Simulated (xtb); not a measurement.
F3Ti (SMILES [F][Ti]([F])[F]), doublet, from a rough starting geometry (GFN-xTB shapes and energies of metal compounds can be far from the true ones); GFN2-xTB (xtb).

Here is a job for xtb.
```
$ xtb mol.xyz --gfn 2 --uhf 1 --opt vtight --json

# file mol.xyz
4

Ti     0.00438806    -0.01228917     0.00261906
F     -1.48855423    -0.86818321     0.07674076
F      0.00658892     1.56213042    -0.66700236
F      1.47626668    -0.68805229     0.63370234
```

### Question
What does xtb print? Leave out banner, timings and long lists.

### Answer

```
   ID    Z sym.   atoms
    1   22 Ti     1
    2    9 F      2-4

           -------------------------------------------------
          |                Calculation Setup                |
           -------------------------------------------------

           -------------------------------------------------
          |                 G F N 2 - x T B                 |
           -------------------------------------------------

          ...................................................
          :                      SETUP                      :
          :.................................................:
          :  # basis functions                  22          :
          :  # atomic orbitals                  21          :
          :  # shells                            9          :
          :  # electrons                        25          :
          :  max. iterations                   250          :
          :  Hamiltonian                  GFN2-xTB          :
          :  restarted?                      false          :
          :  GBSA solvation                  false          :
          :  PC potential                    false          :
          :  electronic temp.          300.0000000     K    :
          :  accuracy                    1.0000000          :
          :  -> integral cutoff          0.2500000E+02      :
          :  -> integral neglect         0.1000000E-07      :
          :  -> SCF convergence          0.1000000E-05 Eh   :
          :  -> wf. convergence          0.1000000E-03 e    :
          :  Broyden damping             0.4000000          :
          :  net charge                          0          :
          :  unpaired electrons                  1          :
          ...................................................

 iter      E             dE          RMSdq      gap      omega  full diag
   1    -16.0111112 -0.160111E+02  0.998E+00    1.37       0.0  T
   2    -16.0451168 -0.340056E-01  0.455E+00    1.31       1.0  T
   3    -16.0455690 -0.452187E-03  0.162E+00    1.33       1.0  T
   4    -16.0455937 -0.247790E-04  0.261E-01    1.34       1.0  T
   5    -16.0455961 -0.233643E-05  0.827E-02    1.34       1.0  T
   6    -16.0456043 -0.818992E-05  0.420E-02    1.34       1.2  T
   7    -16.0456047 -0.435509E-06  0.724E-03    1.34       6.9  T
   8    -16.0456047 -0.117847E-08  0.114E-03    1.34      43.8  T
   9    -16.0456047 -0.807816E-10  0.138E-04    1.34     363.1  T
[...]
         :: total energy             -16.012967814833 Eh    ::
 * total energy  :   -16.0129678 Eh     change       -0.5208278E-11 Eh
 * total energy  :   -16.0136140 Eh     change       -0.6461495E-03 Eh
 * total energy  :   -16.0134231 Eh     change        0.1909144E-03 Eh
 * total energy  :   -16.0141506 Eh     change       -0.7275984E-03 Eh
 * total energy  :   -16.0141561 Eh     change       -0.5422329E-05 Eh
 * total energy  :   -16.0141600 Eh     change       -0.3883569E-05 Eh
 * total energy  :   -16.0141605 Eh     change       -0.4988689E-06 Eh
 * total energy  :   -16.0141608 Eh     change       -0.3250688E-06 Eh
 * total energy  :   -16.0141608 Eh     change       -0.1168145E-07 Eh
   *** GEOMETRY OPTIMIZATION CONVERGED AFTER 9 ITERATIONS ***
         :: total energy             -16.014160789888 Eh    ::
[...]
        18                         -0.0735895              -2.0025
        19                          0.1894248               5.1545
        20                          0.4634923              12.6123
        21                          0.4635446              12.6137
      -------------------------------------------------------------
                  HL-Gap            0.0524012 Eh            1.4259 eV
             Fermi-level           -0.3885251 Eh          -10.5723 eV

     #   Z          covCN         q      C6AA      α(0)
     1  22 Ti       1.993     1.127   199.643    34.595
     2   9 F        0.664    -0.376    13.239     4.295
     3   9 F        0.664    -0.376    13.239     4.295
     4   9 F        0.664    -0.376    13.239     4.295

 Mol. C6AA /au·bohr⁶  :        577.544090
 Mol. C8AA /au·bohr⁸  :      37376.328711
 Mol. α(0) /au        :         47.479374

Wiberg/Mayer (AO) data.
largest (>0.10) Wiberg bond orders for each atom

 ---------------------------------------------------------------------------
     #   Z sym  total        # sym  WBO       # sym  WBO       # sym  WBO
 ---------------------------------------------------------------------------
     1  22 Ti   3.024 --     2 F    1.008     3 F    1.008     4 F    1.008
     2   9 F    1.085 --     1 Ti   1.008
     3   9 F    1.085 --     1 Ti   1.008
     4   9 F    1.085 --     1 Ti   1.008
 ---------------------------------------------------------------------------

Topologies differ in total number of bonds
Writing topology from bond orders to xtbtopo.mol

molecular dipole:
                 x           y           z       tot (Debye)
 q only:        0.000       0.000      -0.000
   full:        0.000       0.000      -0.000       0.001
molecular quadrupole (traceless):
                xx          xy          yy          xz          yz          zz
 q only:       -2.562      -0.656      -1.543      -1.499       3.060       4.105
  q+dip:       -2.723      -0.697      -1.640      -1.593       3.254       4.364
   full:       -3.175      -0.813      -1.913      -1.858       3.794       5.088

optimized geometry written to: xtbopt.xyz

           -------------------------------------------------
          | TOTAL ENERGY              -16.014160789888 Eh   |
          | GRADIENT NORM               0.000010777016 Eh/α |
          | HOMO-LUMO GAP               1.425907928248 eV   |
           -------------------------------------------------

normal termination of xtb
```
